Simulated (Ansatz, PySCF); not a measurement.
System: AlF4 (anion, charge -1), singlet: flattening of a tetrahedron along the D2d path, bond length relaxed. Scanned: the two opposite F-Al-F angles (109.47 = tetrahedral, 180 = square planar). Other coordinates (Al-F bond length) were minimised at PBE0/def2-TZVP.

Computed with: RKS-PBE/aug-cc-pVTZ = restricted PBE/aug-cc-pVTZ (Ansatz, an electronic-structure program); CAM-B3LYP/def2-TZVPD, density fitting (PySCF); CCSD(T)/aug-cc-pVTZ = Ansatz with CCSD(T) on RHF/aug-cc-pVTZ, frozen core.

Energies relative to the lowest point of each profile, in eV; the last columns give the difference from CCSD(T):

```json
[
 {"a / °": "90", "RKS-PBE/aug-cc-pVTZ": "0.525", "CAM-B3LYP": "0.564", "CCSD(T)/aug-cc-pVTZ": "0.562", "RKS-PBE/aug-cc-pVTZ − CCSD(T)/aug-cc-pVTZ": "-0.038", "CAM-B3LYP − CCSD(T)/aug-cc-pVTZ": "0.002"},
 {"a / °": "96.50", "RKS-PBE/aug-cc-pVTZ": "0.213", "CAM-B3LYP": "0.228", "CCSD(T)/aug-cc-pVTZ": "0.228", "RKS-PBE/aug-cc-pVTZ − CCSD(T)/aug-cc-pVTZ": "-0.015", "CAM-B3LYP − CCSD(T)/aug-cc-pVTZ": "-0.001"},
 {"a / °": "101.50", "RKS-PBE/aug-cc-pVTZ": "0.076", "CAM-B3LYP": "0.081", "CCSD(T)/aug-cc-pVTZ": "0.081", "RKS-PBE/aug-cc-pVTZ − CCSD(T)/aug-cc-pVTZ": "-0.005", "CAM-B3LYP − CCSD(T)/aug-cc-pVTZ": "0.000"},
 {"a / °": "106.34", "RKS-PBE/aug-cc-pVTZ": "0.011", "CAM-B3LYP": "0.012", "CCSD(T)/aug-cc-pVTZ": "0.012", "RKS-PBE/aug-cc-pVTZ − CCSD(T)/aug-cc-pVTZ": "-0.001", "CAM-B3LYP − CCSD(T)/aug-cc-pVTZ": "0.000"},
 {"a / °": "109.47", "RKS-PBE/aug-cc-pVTZ": "0.000", "CAM-B3LYP": "0.000", "CCSD(T)/aug-cc-pVTZ": "0.000", "RKS-PBE/aug-cc-pVTZ − CCSD(T)/aug-cc-pVTZ": "0.000", "CAM-B3LYP − CCSD(T)/aug-cc-pVTZ": "0.000"},
 {"a / °": "116.50", "RKS-PBE/aug-cc-pVTZ": "0.051", "CAM-B3LYP": "0.052", "CCSD(T)/aug-cc-pVTZ": "0.054", "RKS-PBE/aug-cc-pVTZ − CCSD(T)/aug-cc-pVTZ": "-0.004", "CAM-B3LYP − CCSD(T)/aug-cc-pVTZ": "-0.003"},
 {"a / °": "123", "RKS-PBE/aug-cc-pVTZ": "0.175", "CAM-B3LYP": "0.181", "CCSD(T)/aug-cc-pVTZ": "0.188", "RKS-PBE/aug-cc-pVTZ − CCSD(T)/aug-cc-pVTZ": "-0.013", "CAM-B3LYP − CCSD(T)/aug-cc-pVTZ": "-0.008"},
 {"a / °": "133", "RKS-PBE/aug-cc-pVTZ": "0.464", "CAM-B3LYP": "0.494", "CCSD(T)/aug-cc-pVTZ": "0.504", "RKS-PBE/aug-cc-pVTZ − CCSD(T)/aug-cc-pVTZ": "-0.040", "CAM-B3LYP − CCSD(T)/aug-cc-pVTZ": "-0.011"},
 {"a / °": "143", "RKS-PBE/aug-cc-pVTZ": "0.821", "CAM-B3LYP": "0.883", "CCSD(T)/aug-cc-pVTZ": "0.892", "RKS-PBE/aug-cc-pVTZ − CCSD(T)/aug-cc-pVTZ": "-0.071", "CAM-B3LYP − CCSD(T)/aug-cc-pVTZ": "-0.010"},
 {"a / °": "153", "RKS-PBE/aug-cc-pVTZ": "1.185", "CAM-B3LYP": "1.280", "CCSD(T)/aug-cc-pVTZ": "1.288", "RKS-PBE/aug-cc-pVTZ − CCSD(T)/aug-cc-pVTZ": "-0.103", "CAM-B3LYP − CCSD(T)/aug-cc-pVTZ": "-0.008"},
 {"a / °": "163", "RKS-PBE/aug-cc-pVTZ": "1.493", "CAM-B3LYP": "1.616", "CCSD(T)/aug-cc-pVTZ": "1.627", "RKS-PBE/aug-cc-pVTZ − CCSD(T)/aug-cc-pVTZ": "-0.134", "CAM-B3LYP − CCSD(T)/aug-cc-pVTZ": "-0.011"},
 {"a / °": "173", "RKS-PBE/aug-cc-pVTZ": "1.689", "CAM-B3LYP": "1.825", "CCSD(T)/aug-cc-pVTZ": "1.843", "RKS-PBE/aug-cc-pVTZ − CCSD(T)/aug-cc-pVTZ": "-0.154", "CAM-B3LYP − CCSD(T)/aug-cc-pVTZ": "-0.017"},
 {"a / °": "180", "RKS-PBE/aug-cc-pVTZ": "1.731", "CAM-B3LYP": "1.871", "CCSD(T)/aug-cc-pVTZ": "1.890", "RKS-PBE/aug-cc-pVTZ − CCSD(T)/aug-cc-pVTZ": "-0.159", "CAM-B3LYP − CCSD(T)/aug-cc-pVTZ": "-0.020"}
]
```

RKS-PBE/aug-cc-pVTZ is furthest from CCSD(T)/aug-cc-pVTZ at 180 (-0.159 eV, below); its mean absolute difference over the points is 0.057 eV.

CAM-B3LYP is furthest from CCSD(T)/aug-cc-pVTZ at 180 (-0.020 eV, below); its mean absolute difference over the points is 0.007 eV.
